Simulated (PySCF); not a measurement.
C2H6In, SMILES [CH3][In+][CH3], charge +1.

Geometry optimised at B3LYP-D3(BJ)/def2-SVP. The spin state was assumed, not searched. The isomer is the one that the SMILES or the coordinates give; other isomers of the formula were not compared. The def2 effective core potentials stand for the cores of In; spin–orbit coupling is left out.

Computed with PBE/def2-TZVPD (PySCF).

Gas-phase values at a fixed geometry.

```yaml
total_energy: -269.62025 hartree
point_group: D3
highest_occupied_level: -12.27 eV
lowest_empty_level: -7.28 eV
orbital_gap: 4.99 eV
dipole_moment_about_the_centre_of_nuclear_charge: 0.000 e·Å
mean_static_polarisability: 57.1 bohr³ (8.45 Å³)
polarisability_principal_values: 41.6, 41.6, 88.0 bohr³
```
